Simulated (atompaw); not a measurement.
## u(r) = r·R(r): atom against pseudo-atom (Ne)

Columns: radius, all-electron u(r) and pseudo u(r) of the 2s shell (level -36.07 eV) of neon in the configuration [He] 2s2 2p6; PBEsol, non-relativistic, PAW (atompaw) scheme, atompaw 4.2.0.5.

```tsv
r (bohr)	all-electron	pseudo
0.046	0.4093	-0.1216
0.092	0.4740	-0.2415
0.138	0.3607	-0.3579
0.185	0.1611	-0.4717
0.231	-0.0601	-0.5763
0.277	-0.2762	-0.6730
0.323	-0.4716	-0.7607
0.369	-0.6390	-0.8383
0.415	-0.7764	-0.9052
0.462	-0.8864	-0.9620
0.508	-0.9667	-1.0061
0.554	-1.0231	-1.0389
0.600	-1.0589	-1.0606
0.646	-1.0773	-1.0718
0.692	-1.0814	-1.0732
0.738	-1.0738	-1.0657
0.785	-1.0565	-1.0499
0.831	-1.0323	-1.0275
0.877	-1.0027	-0.9996
0.923	-0.9689	-0.9672
0.969	-0.9323	-0.9315
1.015	-0.8938	-0.8935
1.062	-0.8533	-0.8532
1.108	-0.8132	-0.8132
1.154	-0.7732	-0.7732
1.200	-0.7336	-0.7336
```

Question: How many radial nodes do the two functions have?

Answer: The all-electron 2s function has n − l − 1 = 1; the pseudo-wave has 0, since the states of the same l below it are removed with the core.

Question: Is the pseudo-wave norm-conserving?

Answer: No, it belongs to a PAW set: the norm inside the radius is not constrained, and the difference is carried by the augmentation charge.
